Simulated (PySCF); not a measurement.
C7H8O3S.
Bonds: C1–S2, S2–O3 (double), S2–O4 (double), S2–O5, O5–C6, C6–C7 (aromatic), C7–C8 (aromatic), C8–C9 (aromatic), C9–C10 (aromatic), C10–C11 (aromatic), C6–C11 (aromatic). Hydrogens: H12, H13, H14 on C1; H15 on C7; H16 on C8; H17 on C9; H18 on C10; H19 on C11.

NICS is the negative of the GIAO shielding at a point without a nucleus: at the ring centre (0) and 1 Å above and below it (1); zz is the component along the ring normal. Level: GIAO PBE0/pcSseg-1 (PySCF, non-relativistic, gas phase) on the GFN2-xTB geometry, one conformer.

Ring bond lengths (Å), with Mayer bond orders in brackets: C6–C7 1.390 (1.42), C7–C8 1.383 (1.46), C8–C9 1.385 (1.43), C9–C10 1.384 (1.44), C10–C11 1.385 (1.44), C11–C6 1.386 (1.40).

Task: What do the NICS probes read (ppm)?

Result: 
```json
{"ring": "C6–C7–C8–C9–C10–C11", "type": "6-membered carbocycle; formal bonds all aromatic", "NICS(0)": "-10.0", "NICS(1), two faces": "-11.3 / -11.3", "NICS(1)zz, two faces": "-28.0 / -28.0", "rms pucker (Å)": "0.00", "centre to ring atoms, mean (Å)": "1.39"}
```

Task: What do they say, and how far can they be read as aromaticity?

Result: 
- C6–C7–C8–C9–C10–C11: mean NICS(1)zz -28.0 ppm, shielded. The ring is flat and has no four-coordinate atom; by the NICS criterion it is aromatic.

Task: How equal are the bonds by HOMA? HOMA takes Krygowski's 1993 parameters.

Result: 
- C6–C7–C8–C9–C10–C11: HOMA 1.00 = 1 − EN − GEO, with mean bond length 1.386 Å, EN = α(Ropt − mean)² = 0.001 and GEO = α × variance = 0.001. The geometric and the magnetic index point the same way.

Task: At the first NICS(1) probe listed for ring C6–C7–C8–C9–C10–C11, 1 Å off the ring, how large is the induced field along the normal in 7.05 T applied along it?

Result: NICSzz × B0 = -28.0 ppm × 7.05 T = -197 μT, against the applied field.

Task: How shielded are the nuclei of the rings and their hydrogens (means over atoms taken as equivalent)?

Result: 
| atoms | environment | σ isotropic (ppm) | principal values of the symmetric part, first atom (ppm) |
| --- | --- | --- | --- |
| C6 | aromatic carbon bearing oxygen | 30.2 | -65.4, 45.7, 110.2 |
| C7 (×2) | aromatic CH carbon | 64.2 | -22.0, 49.5, 169.0 |
| C8 (×2) | aromatic CH carbon | 52.0 | -57.9, 37.0, 176.6 |
| C9 | aromatic CH carbon | 57.8 | -50.3, 43.1, 180.7 |
| H15 (×2) | aromatic hydrogen | 24.02 | 20.5, 24.4, 28.8 |
| H16 (×2) | aromatic hydrogen | 24.03 | 20.5, 24.7, 26.8 |
| H17 | aromatic hydrogen | 24.30 | 21.0, 25.3, 26.7 |

The values belong to the conformer `[CH3:1][S:2](=[O:3])(=[O:4])[O:5][c:6]1[cH:7][cH:8][cH:9][cH:10][cH:11]1`: C1–S2–O5–C6 180°, S2–O5–C6–C7 180°.
